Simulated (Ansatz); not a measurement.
Program: Ansatz. Geometries: PBE0-D4/def2-TZVP. ΔE: electronic, gas phase. CCSD(T)/CBS is the MP2 limit (def2-TZVPP, def2-QZVPP) plus CCSD(T) − MP2 in def2-TZVPP, frozen cores. This one scheme is used for every species. DFT in def2-TZVPP. B3LYP here is the variant with VWN-RPA as its local correlation; programs differ in this. For Ti outer-core shells are correlated without core-valence functions, which leaves a few kJ/mol of doubt a bond. Scalar relativity is left out up to krypton. Each species was taken in one conformer, which may not be the lowest.

Reaction (ligand exchange at the Si–C bond): `C[SiH2]C[SiH2]O` + `[SH][Ti]([Cl])([Cl])[Cl]` → `C[SiH2][S][Ti]([Cl])([Cl])[Cl]` + `C[SiH2]O`

| level | ΔE (kJ/mol) | difference from CCSD(T)/CBS |
| --- | --- | --- |
| PBE-D4 | -77.7 | 2.6 |
| r2SCAN-D4 | -77.9 | 2.4 |
| PBE0-D4 | -78.0 | 2.3 |
| B3LYP-D4 | -78.6 | 1.7 |
| ωB97X-V | -73.9 | 6.4 |
| ωB97M-V | -74.0 | 6.3 |
| B2PLYP | -76.4 | 3.9 |
| PBE | -72.2 | 8.1 |
| r2SCAN | -76.3 | 4.0 |
| PBE0 | -72.7 | 7.6 |
| B3LYP | -69.5 | 10.8 |
| HF/def2-TZVPP | -68.9 | 11.4 |
| MP2/def2-TZVPP | -85.5 | -5.2 |
| SCS-MP2/def2-TZVPP | -80.0 | 0.3 |
| CCSD/def2-TZVPP | -71.8 | 8.5 |
| CCSD(T)/def2-TZVPP | -76.0 | 4.3 |
| HF/def2-QZVPP | -68.3 | 12.0 |
| MP2/def2-QZVPP | -87.7 | -7.4 |
| SCS-MP2/def2-QZVPP | -82.1 | -1.8 |
| HF/CBS(def2) | -68.2 | 12.1 |
| MP2/CBS(def2) | -89.7 | -9.4 |
| CCSD/CBS(def2) | -76.1 | 4.2 |
| CCSD(T)/CBS | -80.3 | 0 |

Largest T1 diagnostic among the species: 0.026, so the coupled-cluster value is less sure than usual.

In def2-TZVPP, CCSD(T) changes the Hartree–Fock value by −7.1 kJ/mol (the triples alone add −4.2 kJ/mol) and MP2 by −16.5 kJ/mol. The D4 term adds −9.1 kJ/mol with B3LYP and −5.2 kJ/mol with PBE0; it sums over pairs of atoms, weighted by their polarisabilities, and B3LYP, whose exchange is more repulsive, gets the larger term.
